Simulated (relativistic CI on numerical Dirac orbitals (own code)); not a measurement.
Level scheme of Ar VI

Computed by Dirac-Coulomb-Breit CI, separate exchange-only KLI orbitals for each configuration, model QED, valence Slater integrals scaled by 0.9, configuration energies shifted to the measured levels that pair with them (semi-empirical) (own radial code, finite nucleus).

Configurations in the expansion (outside the closed core [Ne]): 3s2 3p, 3s 3p2, 3s2 3d, 3p3, 3s 3p 3d, 3s2 4s, 3s 3p 4s, 3s2 4d, 3s2 5d, 3p 3d2, 3p2 3d, 3s2 4p, 3s 3d2, 3p2 4s, 3s2 4f, 3p2 4p, 3s 3d 4s, 3s2 5s, 3s 3p 4p, 3s2 5p, 3s 3d 4p, 3s2 5f, 3s2 5g, 3s 3p 4d, 3p 3d 4s, 3s 4s2, 3s 3p 4f, 3p 3d 4p, 3s 4s 4p, 3s 3p 5s. Levels of other configurations are missing.

The lowest level is 3s2 3p 2P°_1/2, with 96 % of that term; Hund's rules for 3s2 3p give 2P° with J = 1/2, in agreement.

```csv
No.,Configuration,Term,J,E (eV),%,Landé g,jj configuration (%)
1,3s2 3p,2P°,1/2,0.0000,96,0.666,3p1/2 (96)
2,3s2 3p,2P°,3/2,0.2704,96,1.334,3p3/2 (96)
3,3s 3p2,4P,1/2,12.4209,99,2.670,3s 3p1/2^2 (46)
4,3s 3p2,4P,3/2,12.5183,99,1.735,3s 3p1/2 3p3/2 (89)
5,3s 3p2,4P,5/2,12.6690,99,1.601,3s 3p3/2^2 (63)
6,3s 3p2,2D,3/2,16.4467,85,0.800,3s 3p1/2 3p3/2 (57)
7,3s 3p2,2D,5/2,16.4603,85,1.201,3s 3p1/2 3p3/2 (54)
8,3s 3p2,2S,1/2,20.9866,97,1.990,3s 3p3/2^2 (61)
9,3s 3p2,2P,1/2,22.5116,95,0.678,3s 3p1/2 3p3/2 (63)
10,3s 3p2,2P,3/2,22.6819,95,1.334,3s 3p3/2^2 (54)
11,3s2 3d,2D,3/2,27.1041,83,0.799,3d3/2 (83)
12,3s2 3d,2D,5/2,27.1087,83,1.200,3d5/2 (83)
13,3p3,2D°,3/2,32.2788,65,0.800,3p1/2 3p3/2^2 (28)
14,3p3,2D°,5/2,32.3043,65,1.200,3p1/2 3p3/2^2 (65)
15,3p3,4S°,3/2,33.5046,98,2.000,3p1/2 3p3/2^2 (55)
16,3s 3p 3d,4F°,3/2,36.0748,100,0.399,3s 3p1/2 3d3/2 (76)
17,3s 3p 3d,4F°,5/2,36.1290,100,1.029,3s 3p3/2 3d3/2 (36)
18,3s 3p 3d,4F°,7/2,36.2065,100,1.238,3s 3p3/2 3d3/2 (39)
19,3s 3p 3d,4F°,9/2,36.3091,100,1.334,3s 3p3/2 3d5/2 (100)
20,3p3,2P°,3/2,36.4621,75,1.335,3p3/2^3 (43)
21,3p3,2P°,1/2,36.4633,76,0.666,3p1/2 3p3/2^2 (76)
22,3s 3p 3d,4P°,5/2,39.0918,96,1.592,3s 3p1/2 3d5/2 (64)
23,3s 3p 3d,4P°,3/2,39.1699,95,1.709,3s 3p3/2 3d5/2 (32)
24,3s 3p 3d,4P°,1/2,39.2279,97,2.608,3s 3p3/2 3d3/2 (75)
25,3s 3p 3d,4D°,1/2,39.5362,97,0.060,3s 3p3/2 3d3/2 (48)
26,3s 3p 3d,4D°,3/2,39.5652,95,1.225,3s 3p3/2 3d3/2 (61)
27,3s 3p 3d,4D°,5/2,39.5945,96,1.380,3s 3p3/2 3d3/2 (49)
28,3s 3p 3d,4D°,7/2,39.6138,99,1.429,3s 3p3/2 3d5/2 (70)
29,3s 3p 3d,2D°,5/2,40.7856,79,1.201,3s 3p3/2 3d5/2 (43)
30,3s 3p 3d,2D°,3/2,40.7900,79,0.800,3s 3p3/2 3d5/2 (32)
31,3s2 4s,2S,1/2,42.4400,96,2.002,4s (96)
32,3s 3p 3d,2F°,5/2,42.9160,98,0.857,3s 3p1/2 3d5/2 (43)
33,3s 3p 3d,2F°,7/2,43.1315,99,1.143,3s 3p3/2 3d5/2 (64)
34,3s 3p 3d,2P°,3/2,46.6854,79,1.333,3s 3p3/2 3d5/2 (32)
35,3s 3p 3d,2P°,1/2,46.7584,79,0.666,3s 3p3/2 3d5/2 (63)
36,3s 3p 3d,2F°,7/2,46.9006,95,1.143,3s 3p1/2 3d5/2 (40)
37,3s 3p 3d,2F°,5/2,46.9613,95,0.857,3s 3p3/2 3d3/2 (59)
38,3s2 4p‡,2P°,1/2,48.3263,59,0.666,4p1/2 (59)
39,3s2 4p‡,2P°,3/2,48.3522,56,1.332,4p3/2 (56)
40,3s 3p 3d,2P°,1/2,49.0528,62,0.666,3s 3p3/2 3d3/2 (37)
41,3s 3p 3d,2P°,3/2,49.1058,51,1.274,3s 3p3/2 3d5/2 (39)
42,3s 3p 3d,2D°,3/2,49.1642,72,0.863,3s 3p3/2 3d3/2 (44)
43,3s 3p 3d,2D°,5/2,49.1967,81,1.200,3s 3p3/2 3d5/2 (48)
44,3p2 3d‡,2F,5/2,54.4270,86,0.857,3p1/2 3p3/2 3d3/2 (48)
45,3p2 3d‡,2F,7/2,54.5303,85,1.144,3p3/2^2 3d5/2 (36)
```

Energies count from the lowest computed level; ° marks odd parity. Filled j subshells are mostly left out of the jj labels. ‡ marks configurations that were not tied to measured data.

The mean weight of the leading LS term, summed over parents, in these 45 levels is 87 %, and that of the leading jj configuration (from the same eigenvectors) 58 %, so LS coupling describes them better.

Configurations whose levels could be paired with our table of measured levels were shifted onto them, all but the ground configuration, by the median error of their levels; single terms can still be off by 1,000 to 2,000 cm⁻¹ or more, and rates follow the energies as ν³ (E1, M1) or ν⁵ (E2). The others borrow a shift and can be off by several thousand cm⁻¹ or more. 38 of the 42 excited levels that our extract of the measured tables holds in this range could be paired (the sources list more); they are missed by 480 cm⁻¹ on average and 1863 at most, after the shifts were fitted to these levels, and levels without a partner can miss by more.

LS names give the leading component of a level, which can be under half, so a name can repeat, a term be missing and a line seem to break the LS rules.
